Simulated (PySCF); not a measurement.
HFSi, triplet, at a GFN2-xTB geometry (the spin is typed, not shown lowest).

PySCF was given this input:
```python
from pyscf import gto, scf, dft

mol = gto.M(
    atom='''
Si   -0.27501764   -0.36212192    0.39020993
H    -0.98090129   -1.29162124   -0.45498644
F     0.53679425    0.70681423   -0.55643917
''',
    basis='6-31g*',
    spin=2,
    verbose=4,
)

mf = dft.UKS(mol)
mf.xc = 'pbe'
mf.kernel()
```

Question: What is the computed number of basis functions (PBE/6-31G* (PySCF))?

Answer: 34

Question: Give the Mulliken (on the basis functions themselves) charges in atom order at the level PBE/6-31G*.

Answer: Si1 0.33, H2 0.01, F3 -0.34

Question: What is the computed nuclear repulsion energy (PBE/6-31G*)?

Answer: 47.6318 Eh

Question: Predict the total energy from PBE/6-31G*.

Answer: -389.5939 Eh

Question: Give the HOMO energy at the level PBE/6-31G*.

Answer: -4.09 eV

Question: Predict the dipole moment from PBE/6-31G*.

Answer: 1.36 D

These values belong to the state on which the SCF converged, which isn't shown to be the lowest.
